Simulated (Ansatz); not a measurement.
C$_{2}$H$_{5}$ClZn (`C[CH2][Zn][Cl]`), one more setting.

```yaml
crystal:
  periodic: [false, false, false]
  atoms:
    - {symbol: C, position_ang: [0.432401, 1.099854, -0.044689]}
    - {symbol: C, position_ang: [-0.618432, 0.002736, -0.191135]}
    - {symbol: Zn, position_ang: [-0.014845, -1.783847, 0.263437]}
    - {symbol: Cl, position_ang: [0.644908, -3.727848, 0.758422]}
    - {symbol: H, position_ang: [0.023222, 2.078062, -0.317616]}
    - {symbol: H, position_ang: [1.300119, 0.925154, -0.685258]}
    - {symbol: H, position_ang: [0.800684, 1.181062, 0.980764]}
    - {symbol: H, position_ang: [-1.487954, 0.216405, 0.438120]}
    - {symbol: H, position_ang: [-0.991602, -0.037776, -1.219144]}
basis:
  gaussian: {orbitals: cc-pVTZ}
hamiltonian: {xc: {name: PBE-QIDH}}
scf: {lower_state_search: off}
output: {forces: true}
```

```sh
$ ansatz run in.yaml --threads 4 --pin off --events-out ev --progress --plain --max-ram 10444MiB
```

It prints (some lines left out):

```
Functional definition: PBE-QIDH
1438 factors; integrals over basis functions are off by at most 9.3e-4 eV
mean field evaluation 1: about -63064.8780 eV, gradient 4.2e1 eV
mean field evaluation 2: about -63064.9277 eV, gradient 4.2e1 eV
mean field evaluation 4: about -63068.6851 eV, gradient 9.4e0 eV
mean field evaluation 8: about -63068.7466 eV, gradient 6.0e-1 eV
mean field evaluation 16: about -63068.7472 eV, gradient 1.6e-4 eV
mean field -63068.74723446 eV, -2317.7337113340 hartree, gradient 2.7e-6 eV, S^2 0.000000; 0 other end points of the search recorded, 0 dependent functions left out
12 core orbitals not correlated: weight in the atoms' cores, before any rotation towards them, 1.000 or more for the frozen orbitals, at most 0.000 for the correlated occupied ones
reference -63068.74724784 eV, -2317.7337118259 hartree; 20, 20 occupied and 200, 200 virtual orbitals, 1438 factors
second order -43.22849289 eV of doubles, -0.00000000 eV of singles
Total energy: -63083.15674547 eV, -2318.2632510967 hartree
Atom 0 at     0.432401     1.099854    -0.044689 Å, force     0.055594     0.128583    -0.003010 eV/Å
Atom 1 at    -0.618432     0.002736    -0.191135 Å, force    -0.087763    -0.114829    -0.008820 eV/Å
Atom 2 at    -0.014845    -1.783847     0.263437 Å, force     0.047843    -0.089276     0.027795 eV/Å
Atom 3 at     0.644908    -3.727848     0.758422 Å, force    -0.074700     0.212091    -0.054675 eV/Å
Atom 4 at     0.023222     2.078062    -0.317616 Å, force     0.078756    -0.173404     0.050328 eV/Å
Atom 5 at     1.300119     0.925154    -0.685258 Å, force    -0.149394     0.019756     0.106307 eV/Å
Atom 6 at     0.800684     1.181062     0.980764 Å, force    -0.066280    -0.022797    -0.170551 eV/Å
Atom 7 at    -1.487954     0.216405     0.438120 Å, force     0.139210    -0.001207    -0.111406 eV/Å
Atom 8 at    -0.991602    -0.037776    -1.219144 Å, force     0.056733     0.041083     0.164030 eV/Å
Dipole moment:    -0.177943     0.519414    -0.132710 e Å
Checks for a lower state left out: starts, cluster_reference, orbital_swaps, neighbouring_geometries, increment
```

Run time 13 s (4 threads of an Arm Neoverse V2 on a shared host); peak host memory 0.79 GiB.
